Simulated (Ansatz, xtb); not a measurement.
# C4H6BCl: 6 structures ranked

6 gas-phase structures of C4H6BCl, from a drawn sample of its isomers (lower ones may exist). Each was relaxed with GFN2-xTB; where two conformers were screened, the lower at r2SCAN-D4/def2-SVP is listed:

A. `ClB1C=CCC1`, a singlet
B. `ClB1CC=CC1`, a singlet
C. `CC#CB(C)Cl`, a singlet
D. `CCC#CBCl`, a singlet
E. `ClB[C@]12C[C@H]1C2`, a singlet
F. `CC#CCBCl`, a singlet

Question: Make a reasoned guess at their ranking by r2SCAN-D4/def2-SVP single-point energy.

Answer: Calculated order at r2SCAN-D4/def2-SVP: A (0.0), B (26.7), C (94.9), D (153.0), E (181.8), F (187.9) kJ/mol.

Energies above the lowest of each column, in kJ/mol; the last columns are at B3LYP-D3(BJ)/def2-SVP geometries and were run for some of them only (a dash: not run or not comparable):

```
structure  GFN2-xTB  HF/STO-3G  r2SCAN-D4/def2-SVP  B3LYP-D3(BJ)/def2-SVP  CCSD(T)/def2-SVP + ΔMP2/def2-TZVPP
        A       0.0        0.0                 0.0                    0.0                                 0.0
        B       9.9       29.6                26.7                   24.8                                22.1
        C      81.4      126.9                94.9                   86.9                                82.9
        D      74.1      173.3               153.0                      –                                   –
        E      97.5      252.2               181.8                      –                                   –
        F      99.5      217.1               187.9                      –                                   –
```

Every level run on A puts it lowest or level with the lowest. Flexible structures stand in one conformer each, not always the lowest. C keeps a small imaginary mode. Frequencies (GFN2-xTB) were run for A, B, C alone. ΔMP2 is the change of the MP2 energy from the smaller to the larger basis.

Over these structures GFN2-xTB departs from r2SCAN-D4/def2-SVP by 36.9 kJ/mol on average once a common shift is removed. A GFN2-xTB relaxation took about 0.079 s and the r2SCAN-D4/def2-SVP energy about 2.1 s on a shared host (Ansatz 0.2.0, xtb 6.7.1).
